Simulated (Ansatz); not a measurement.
`[OH][Ge][O][SiH3]` + H–F → `[OH][Ge][F]` + silanol at 400 K and 1 bar (ligand exchange at a Ge–O bond).

Calculated with Ansatz (gas phase, PBE0-D4/def2-TZVP geometries, no zero-point term in ΔE). CCSD(T)/CBS adds triple-zeta CCSD(T) − MP2 to the extrapolated MP2 energy (def2 sets, frozen cores). This one scheme is used for every species. For Ge outer-core shells are correlated without core-valence functions, which leaves a few kJ/mol of doubt a bond. Scalar relativity is left out up to krypton. Each species was taken in one conformer, which may not be the lowest.

| species | CCSD(T)/CBS energy (Eh) | H − E (kJ/mol) | S (J/(mol·K)) |
| --- | --- | --- | --- |
| `[OH][Ge][O][SiH3]` | -2518.03462 | 143.3 | 381.3 |
| H–F | -100.39570 | 36.5 | 182.2 |
| `[OH][Ge][F]` | -2251.74560 | 59.1 | 297.8 |
| `O[SiH3]` | -366.69042 | 120.0 | 276.4 |

H − E and S are ideal-gas, rigid-rotor, harmonic terms from PBE0-D4/def2-TZVP, for one conformer and one mirror image of each species. 1 Eh = 2625.50 kJ/mol, R = 8.31446 J/(mol·K).

Question: By hand: ΔE, ΔH, ΔS and ΔG.

Answer: ΔE = (-2251.74560) + (-366.69042) − (-2518.03462) − (-100.39570) = -0.00570 Eh = -15.0 kJ/mol. Δ(H − E) = 59.1 + 120.0 − 143.3 − 36.5 = -0.7, so ΔH = -15.7 kJ/mol. ΔS = 297.8 + 276.4 − 381.3 − 182.2 = 10.7 J/(mol·K). ΔG = -15.7 − 400 × (10.7)/1000 = -20.0 kJ/mol.

Question: By hand: the equilibrium constant, and the temperature at which ΔG would vanish if ΔH and ΔS stayed fixed.

Answer: log₁₀ K = −ΔG/(RT ln 10) = 2.6. ΔH and −TΔS have one sign here, so there is no such temperature.

The number of gas molecules stays the same, so ΔS is small and ΔH decides. A doubt of 5 kJ/mol in ΔE shifts log₁₀ K by 0.7 here. Other conformers and mirror images would add mixing entropy, several J/(mol·K) or more a flexible species. Modes under 60 cm⁻¹, often nearly free rotors, make the harmonic entropy too high. These are equilibria of isolated gas molecules and say nothing of rates. Largest T1 diagnostic: 0.015 (customary marks: 0.02 for closed shells, 0.045 for open ones).

ΔS is within the doubt of such terms, so its sign, and with it that verdict, could turn.
